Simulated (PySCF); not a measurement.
A structure optimised at PBE-D3(BJ)/def2-SVP, used in a PySCF frequency run:

```xyz
13

B      0.2030     0.0889     0.0000
C     -0.2626     1.5625     0.0000
C     -0.5728     2.7520     0.0000
H     -0.8602     3.7951     0.0000
C      1.7530    -0.2270     0.0000
H      2.0348    -1.2976     0.0000
H      2.2249     0.2552    -0.8827
H      2.2249     0.2552     0.8827
O     -0.8033    -0.8336     0.0000
C     -0.6429    -2.2389     0.0000
H     -1.1409    -2.6601    -0.8980
H     -1.1409    -2.6601     0.8980
H      0.4206    -2.5562     0.0000
```
Charge 0, spin multiplicity 1.

**Question.** Write its SMILES, formula and point group.

**Answer.** C#CB(C)OC, C₄H₇BO, Cs

**Question.** What are its rotational constants (standard atomic weights)?

**Answer.** 6.4662, 2.1744, 1.6614 GHz
